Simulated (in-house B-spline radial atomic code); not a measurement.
A fraction x of an electron is added to 5p in neutral tellurium, starting from [Kr] 4d10 5s2 5p4 and keeping the highest spin. All numbers are computed (scalar-relativistic (X2C) PBEsol, spin-polarised, spherical fractional occupations; Fermi nucleus of rms radius 4.7423 fm) with an all-electron radial atomic-structure program (B-spline basis), not measured.

```
  x  E(x) - E(0) (eV)  5p down level (eV)
  0            0.0000              -5.222
0.1           -0.4894              -4.568
0.2                 ?                   ?
0.3           -1.2745              -3.290
0.4                 ?                   ?
0.5           -1.8089              -2.063
0.6           -1.9855              -1.471
0.7           -2.1036              -0.895
0.8           -2.1651              -0.338
```

Task: What belongs in the row x = 0.2?

Result: An energy change of -0.9139 eV; 5p down at -3.923 eV.

Task: What belongs in the row x = 0.4?

Result: An energy change of -1.5724 eV; 5p down at -2.670 eV.

Task: Check Janak's theorem between x = 0.5 and 0.6.

Result: The slope of the energy is -1.77 eV; the orbital levels give -1.77 eV (ε of the filling orbital, averaged over the two points).

Task: Up to what added charge does this functional bind the extra electron?

Result: The highest level rises by about 5.6 eV per electron near x = 0.8 and would reach zero near x = 0.86, so a whole extra electron isn't bound at the basis-set limit.
